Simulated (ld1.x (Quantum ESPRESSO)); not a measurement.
## Scattering properties, ultrasoft potential for zirconium

zirconium, ultrasoft, made with ld1.x (Quantum ESPRESSO) 7.5 (PBEsol, scalar-relativistic). Core [Ar] 3d10 4s2, reference 4p6 4d2 5s0 5p0 (charge +2). Waves: 5s (bound, empty): rcut 2.70, rcutus 3.05 bohr; 5s channel at 0.4 Ry: rcut 2.70, rcutus 3.05 bohr; 4p (bound): rcut 1.75, rcutus 2.15 bohr; 5p (bound, empty): rcut 1.75, rcutus 2.15 bohr; 4d (bound): rcut 1.55, rcutus 2.15 bohr; 4d channel at 2.65 Ry: rcut 1.55, rcutus 2.15 bohr. Local part: all-electron potential smoothed inside 2.05 bohr (lloc = -2). Core correction: a·sin(br)/r model core, default radius (core density twice the valence density). Augmentation charge: built from norm-conserving waves at rcut, not smoothed further.

The phase is arctan(r·u′/u) with u = r·R(r), unwrapped; energies in Ry, scanned from -5 to 5 Ry. A pole is an energy at which the radial function vanishes at the test radius. The pseudo phase is shifted by a multiple of π to meet the all-electron one at the reference energy, and phase errors are pseudo minus all-electron; the curves can meet again beyond the range given. Levels narrower than the energy grid can be missing from the lists of poles.

```
channel  radius (bohr)  reference energy (Ry)  poles, all-electron       poles, pseudo  unbroken range about the reference energy with phases within 0.05 rad  phase error 1 Ry above the reference energy (rad)
      s           3.29                  -1.17                 0.05                0.05                                                              below 2.1                                             -0.001
      p           3.29                  -0.84          -3.42, 0.93  -3.42, -1.26, 2.12                                       not even at the reference energy                                             +0.273
      d           3.29                  -1.27          -1.05, 2.62   -1.04, 2.56, 4.35                                                             below -0.1                                             +0.026
```

A Bessel basis up to 400 Ry misses an occupied level by 0.43 Ry, so cutoffs and ghosts were not judged.

Phases in the d channel:

```json
{"E (Ry)": "-5.00", "all-electron": "1.419", "pseudo": "1.419"}
{"E (Ry)": "-4.74", "all-electron": "1.414", "pseudo": "1.414"}
{"E (Ry)": "-4.48", "all-electron": "1.408", "pseudo": "1.408"}
{"E (Ry)": "-4.22", "all-electron": "1.401", "pseudo": "1.401"}
{"E (Ry)": "-3.96", "all-electron": "1.394", "pseudo": "1.394"}
{"E (Ry)": "-3.70", "all-electron": "1.385", "pseudo": "1.385"}
{"E (Ry)": "-3.44", "all-electron": "1.375", "pseudo": "1.375"}
{"E (Ry)": "-3.18", "all-electron": "1.362", "pseudo": "1.363"}
{"E (Ry)": "-2.92", "all-electron": "1.347", "pseudo": "1.348"}
{"E (Ry)": "-2.66", "all-electron": "1.328", "pseudo": "1.329"}
{"E (Ry)": "-2.40", "all-electron": "1.301", "pseudo": "1.302"}
{"E (Ry)": "-2.14", "all-electron": "1.260", "pseudo": "1.262"}
{"E (Ry)": "-1.88", "all-electron": "1.187", "pseudo": "1.190"}
{"E (Ry)": "-1.62", "all-electron": "0.987", "pseudo": "0.993"}
{"E (Ry)": "-1.36", "all-electron": "-0.475", "pseudo": "-0.472"}
{"E (Ry)": "-1.10", "all-electron": "-1.518", "pseudo": "-1.516"}
{"E (Ry)": "-0.84", "all-electron": "-1.695", "pseudo": "-1.689"}
{"E (Ry)": "-0.58", "all-electron": "-1.792", "pseudo": "-1.781"}
{"E (Ry)": "-0.32", "all-electron": "-1.886", "pseudo": "-1.863"}
{"E (Ry)": "-0.06", "all-electron": "-2.015", "pseudo": "-1.967"}
{"E (Ry)": "0.20", "all-electron": "-2.253", "pseudo": "-2.134"}
{"E (Ry)": "0.46", "all-electron": "-2.804", "pseudo": "-2.469"}
{"E (Ry)": "0.72", "all-electron": "-3.699", "pseudo": "-3.179"}
{"E (Ry)": "0.98", "all-electron": "-4.198", "pseudo": "-3.914"}
{"E (Ry)": "1.24", "all-electron": "-4.410", "pseudo": "-4.266"}
{"E (Ry)": "1.50", "all-electron": "-4.521", "pseudo": "-4.434"}
{"E (Ry)": "1.76", "all-electron": "-4.589", "pseudo": "-4.532"}
{"E (Ry)": "2.02", "all-electron": "-4.637", "pseudo": "-4.599"}
{"E (Ry)": "2.28", "all-electron": "-4.674", "pseudo": "-4.653"}
{"E (Ry)": "2.54", "all-electron": "-4.704", "pseudo": "-4.709"}
{"E (Ry)": "2.80", "all-electron": "-4.731", "pseudo": "-4.798"}
{"E (Ry)": "3.06", "all-electron": "-4.756", "pseudo": "-5.464"}
{"E (Ry)": "3.32", "all-electron": "-4.782", "pseudo": "-7.639"}
{"E (Ry)": "3.58", "all-electron": "-4.810", "pseudo": "-7.761"}
{"E (Ry)": "3.84", "all-electron": "-4.842", "pseudo": "-7.806"}
{"E (Ry)": "4.10", "all-electron": "-4.882", "pseudo": "-7.834"}
{"E (Ry)": "4.36", "all-electron": "-4.938", "pseudo": "-7.855"}
{"E (Ry)": "4.62", "all-electron": "-5.027", "pseudo": "-7.873"}
{"E (Ry)": "4.88", "all-electron": "-5.198", "pseudo": "-7.889"}
```
